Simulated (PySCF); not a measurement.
**Static response to an electric field**

Compound: C₇H₁₁Cl.
Structure used (GFN2-xTB), in Å, numbered top down from 1:
```xyz
19
C7H11Cl angstrom
C      2.462   -0.281    1.301
C      1.976    0.121    0.142
C      0.866   -0.568   -0.594
C     -0.324    0.347   -0.688
C     -0.662    1.003   -1.789
Cl     0.188    0.883   -3.288
C     -1.135    0.508    0.569
C     -2.122   -0.646    0.747
H      3.258    0.244    1.800
H      2.091   -1.164    1.796
H      2.361    1.011   -0.338
H      1.206   -0.830   -1.598
H      0.586   -1.481   -0.066
H     -1.509    1.669   -1.841
H     -0.455    0.540    1.422
H     -1.689    1.447    0.536
H     -1.601   -1.599    0.806
H     -2.695   -0.512    1.662
H     -2.812   -0.684   -0.093
```

Level: PBE0/def2-SVPD (PySCF), static field, nuclei fixed, core orbitals frozen in the response. The polarisability tensor in these axes (au):

```
x    97.53  -2.83   5.09
y    -2.83  81.78 -14.91
z     5.09 -14.91 121.40
```

What are the eigenvalues, a third of the trace, and Δα (Δα² = ½Σ(αi − αj)² over the three pairs)?

Principal values 76.74, 96.49 and 127.48 au; mean 100.24 au = 14.85 Å³ = 16.53 × 10⁻⁴⁰ C²·m²/J; Δα = 44.30 au (44 % of the mean).

What is the dipole moment, and where does it point?

(-0.70, -0.23, 1.74) D, 1.89 D in size, pointing from the negative to the positive side. Measured along this direction, the outermost atoms are Cl6 at the negative end and H18 at the positive end.

Directions of the eigenvectors, and the extent of the frame along each?

Largest value along (0.19, -0.32, 0.93), where the nuclei span 5.73 Å; middle along (0.98, 0.01, -0.20), 5.82 Å; least along (0.05, 0.95, 0.31), 2.85 Å. 

Orientational against electronic polarisability at 298 K (dilute gas, rigid molecules)?

In Gaussian units μ²/3kT = 28.91 Å³ against 14.85 Å³, a ratio of 1.95; the Debye molar polarisation (4π/3)N_A(α + μ²/3kT) is 110.4 cm³/mol, leaving out the vibrational part.

What depolarisation ratio follows for Rayleigh scattering of linearly polarised light, taking the static tensor?

ρ = 3Δα²/(45ᾱ² + 4Δα²) = 5887.6/(452133 + 7850.1) = 0.0128.

Isolated species at its GFN2-xTB geometry (one conformer only).

These values come from a run that also computed excited states. Hardware: one thread of an Arm Neoverse V2 (shared host). Cost: 59 s of wall time (with the writing of density and orbital grids), 1.0 GiB resident at most.
